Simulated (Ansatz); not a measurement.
Reaction (substitution at a C–N bond): `C[NH][GeH2][Cl]` + H₂Se → `C[SeH]` + `[NH2][GeH2][Cl]`

Gas-phase electronic energies from Ansatz, PBE0-D4/def2-TZVP geometries. CBS: MP2 limit from def2 TZ/QZ plus the TZ coupled-cluster correction, frozen cores. Functionals use def2-TZVPP. B3LYP here is the variant with VWN-RPA as its local correlation; programs differ in this. HSE06 is defined as in plane-wave codes. For Ge, Se outer-core shells are correlated without core-valence functions, which leaves a few kJ/mol of doubt a bond. Scalar relativity is left out up to krypton. One conformer a species, not always the lowest.

```
             level  ΔE (eV)
          B3LYP-D4    -0.31
        r2SCAN0-D4    -0.33
          HSE06-D4    -0.32
      CAM-B3LYP-D4    -0.28
               PBE    -0.34
         CAM-B3LYP    -0.30
           LC-ωPBE    -0.32
SCS-MP2/def2-QZVPP    -0.35
```

(1) What does CCSD(T)/CBS give? (Best estimate.)

Largest T1 diagnostic among the species: 0.010.

Results:

(1) Computed: -0.33 eV. The listed levels differ from it by 0.02, 0.00, 0.01, 0.05, -0.01, 0.03, 0.01, -0.02 eV.

Leaving LDA and LC-ωPBE aside and taking each functional with its dispersion term where it has one, the values, not all of them listed here, spread over 0.07 eV, from B2PLYP to CAM-B3LYP-D4. LDA lies +0.11 eV from PBE without D4. At CCSD(T), def2-SVP lies +0.23 eV from the extrapolated value and def2-TZVPP −0.00 eV. The D4 term adds +0.03 eV with B3LYP and +0.02 eV with PBE0; it sums over pairs of atoms, weighted by their polarisabilities, and B3LYP, whose exchange is more repulsive, gets the larger term.
